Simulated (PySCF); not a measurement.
C2H7BN2.
SMILES with atom numbers: `[CH3:1][C:2]#[N+:3][BH2-:4][NH2:5]` (hydrogens: H6, H7, H8 on C1; H9, H10 on B4; H11, H12 on N5)

Level of theory: PBE0-D3(BJ)/def2-SVP geometry optimisation, gas phase (PySCF 2.14.0).

Q: Give the optimised bond lengths and angles.

A: 
```tsv
bond	length (Å)	order
C1–C2	1.449	single
C2≡N3	1.152	triple
N3–B4	1.736	single
B4–N5	1.454	single
C1–H6, C1–H7, C1–H8	1.099	single
B4–H9, B4–H10	1.226	single
N5–H11, N5–H12	1.011	single
```

Bonds in one row agree within 0.01 Å and their mean is given. Orders are formal, as drawn. A selection of angles:
```tsv
angle	degrees
C2–C1–H6	109.9
H6–C1–H7	108.9
C1–C2–N3	179.9
C2–N3–B4	177.4
N3–B4–N5	110.6
N3–B4–H9	98.5
N5–B4–H9	115.9
H9–B4–H10	114.4
B4–N5–H11	121.1
H11–N5–H12	112.2
```

B4 (four-coordinate boron) is distorted tetrahedral (angles from 98.5° to 115.9°). N5 (boron-bound nitrogen) has angles 121.1°, 121.1° and 112.2°, sum 354.4°, 0.16 Å off the plane of its three neighbours. The 5 heavy atoms lie in one plane (0.001 Å rms). The B–N distances run from 1.454 Å (B4–N5, drawn single) to 1.736 Å (N3–B4, drawn single), a spread of 0.282 Å.

PBE0-D3(BJ)/def2-SVP frequencies: not computed here. One conformer, not necessarily the lowest (N3–B4–N5–H 76° and -76°).

On one thread, Arm Neoverse N1 (aarch64), no GPU, shared host with 64 logical CPUs at a one-minute load of 61, this took 83 s and 0.42 GiB of memory at its peak. That covers the optimisation of the geometry.
